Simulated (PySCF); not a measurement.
**Computed properties of BOCl, SMILES B(Cl)=O**

BOCl, SMILES O=BCl. Coordinates come from a r2SCAN-D4/def2-TZVP optimisation. One conformer was computed; it need not be the lowest. All values are computed for the isolated molecule unless a solvent is named; none is compared with measurement here.

**Structure.** The optimised structure has C∞v symmetry. All 4 harmonic modes at r2SCAN-D4/def2-TZVP (PySCF) are real, so it is a minimum. With heavy atoms numbered as in [B:1](=[O:2])[Cl:3], the shortest bond between them is B1–O2 at 1.209 Å and the longest B1–Cl3 at 1.680 Å.

**Vibrations.** The strongest infrared lines (harmonic, unscaled, degenerate partners summed) lie at 2008 cm⁻¹ (309 km/mol, B 68 %, O 31 %), 417 cm⁻¹ (59 km/mol, B 78 %, O 18 %), 695 cm⁻¹ (11 km/mol, O 43 %, Cl 42 %, B 14 %). The softest mode is at 417 cm⁻¹ and the zero-point energy is 5.1 kcal/mol.

**Electronic structure.** PBE0/def2-TZVPD (PySCF) places the frontier levels at -9.96 and -0.61 eV, a gap of 9.35 eV, and gives a dipole moment of 2.82 D and a mean polarisability of 29.1 bohr³. PBE/def2-TZVPD (PySCF) at the same geometry gives -8.47 and -1.32 eV, so its gap is 2.20 eV narrower. An orbital gap is neither the optical nor the fundamental gap.

**Excitations.** TDDFT-B3LYP/def2-TZVPD (PySCF) has S1 at 7.64 eV (162 nm, f = 0.004, weak); the most intense of the 10 singlets computed lies at 9.46 eV (f = 0.20). Strengths of degenerate partners are summed. T1 (TDA) is at 6.90 eV. TDDFT-PBE/def2-TZVPD (PySCF) puts S1 at 7.25 eV. No vertical singlet excitation falls in the visible range (under 3.1 eV).

**NMR.** GIAO shifts at PBE0/pcSseg-2 (PySCF) (non-relativistic, atoms alike by connectivity averaged): ¹¹B at 4.6 ppm against BF3. Without spin–orbit terms, shifts of atoms bonded to Cl or Br come out too high.
